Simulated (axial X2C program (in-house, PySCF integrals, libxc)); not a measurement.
Low determinants of OsH at the PBE0 level, 2c

Calculated with an in-house all-electron X2C program for linear molecules (integrals from PySCF). Two-component (2c) means X2C with spin–orbit coupling and atomic mean-field two-electron Coulomb and Gaunt terms. Basis: Os dyall-cv3z [13s14p9d6f4g], H dyall-v3z [6s2p1d] (cores contracted in-house); Gaussian nuclei, density fitting, unrestricted open shells. Masses: Os 191.961 u, H 1.008 u.

Search at 1.610 Å (vertical energies from the lowest determinant):

```csv
ΔE (eV),state,electrons beyond evenly filled partner blocks,"electrons in ±ω = 1/2, 3/2, 5/2, 7/2"
0.00,Ω = 5/2,ω = 5/2,44 22 9 2
0.01,Ω = 7/2,"ω = -1/2, ω = 3/2, ω = 5/2",43 23 9 2
0.02,Ω = 3/2,"ω = 1/2, ω = -3/2, ω = 5/2",43 23 9 2
0.08,Ω = 9/2,"ω = 1/2, ω = 3/2, ω = 5/2",43 23 9 2
0.38,Ω = 1/2,"ω = -1/2, ω = -3/2, ω = 5/2",43 23 9 2
0.53,Ω = 3/2,ω = 3/2,44 23 8 2
0.60,Ω = 5/2,ω = 5/2,42 24 9 2
```

Lowest determinant, Ω = 5/2 (⟨Sz⟩ = 1.42, ⟨Lz⟩ = 1.08 at PBE0): Re = 1.578 Å, ωe = 2256.4 cm⁻¹.

The determinant in row 2 of the search, Ω = 7/2 (⟨Sz⟩ = 1.39, ⟨Lz⟩ = 2.11 at PBE0), was followed along the bond at PBE0; measured from the minimum of the lowest determinant it gives:

Te = 0.021 eV (170 cm⁻¹), Re = 1.603 Å, ωe = 2181.4 cm⁻¹.

**Question.** Compare the bond of the determinant in row 2 with that of the lowest one.

**Answer.** At PBE0 its Re is 0.025 Å longer and its force constant, which goes as ωe², is 0.93 times that of the lowest determinant. This determinant mixes spin states, so it has no term energy of its own.

The search compares states at one distance, so a state with another bond length can lie lower; it is not exhaustive and yields mostly the lowest determinant of each block pattern, so other components and higher states of one pattern are missing. These are energies of single determinants, not of spin-adapted states; PBE0 term energies can be off by some tenths of an eV, and the functional has no current term. The lowest determinant need not be the ground state where others lie within half an eV.
